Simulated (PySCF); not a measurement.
H6Si2, charge +1, doublet, at a GFN2-xTB geometry (a state made from the parent by changing its charge; the spin is typed, not shown lowest). Base run: PBE/def2-SVP (PySCF).

PySCF was given this input:
```python
from pyscf import gto, scf, dft

mol = gto.Mole()
mol.atom = '''
    Si    0.01894810   -0.00753804    1.34261774
    Si   -0.01894810    0.00753804   -1.34261774
    H     0.04238232    1.42341562    1.61366679
    H    -1.22761254   -0.70825227    1.61962187
    H     1.25322158   -0.74221207    1.58441968
    H    -0.01132274   -1.42350399   -1.61410563
    H    -1.26883003    0.71535561   -1.58435019
    H     1.21216140    0.73519710   -1.61925253
'''
mol.basis = 'def2-svp'
mol.charge = 1
mol.spin = 1
mol.verbose = 4
mol.build()

mf = dft.UKS(mol)
mf.xc = 'pbe'
mf.kernel()
```

The base run was repeated with changes; each row names its change, and settings that it needs were set with it.

| change | ΔE vs base (mEh) | fitting functions |
|---|---|---|
| base | 0.000 | - |
| auxbasis = cc-pvqz-jkfit | -0.030 | 602 |
| auxbasis = def2-universal-jfit | -0.514 | 168 |
| auxbasis = autoaux | -0.052 | 462 |
| auxbasis = even-tempered beta=1.6 | -0.003 | 726 |
| auxbasis = default (with mf = mf.density_fit()) | -0.514 | 168 |
| auxbasis = def2-universal-jkfit | -0.105 | 364 |
| auxbasis = cc-pvtz-jkfit | -0.040 | 422 |
| auxbasis = even-tempered beta=3.0 | -1.457 | 334 |
| auxbasis = def2-tzvp-ri | -37.277 | 316 |

A fitting set is made for a task (jfit for Coulomb, jkfit for Coulomb and exchange, ri for correlation) and for a family of orbital bases.

Open shells are given as the SCF converged; they aren't shown to be the lowest states, and a large step between rows can be another state.
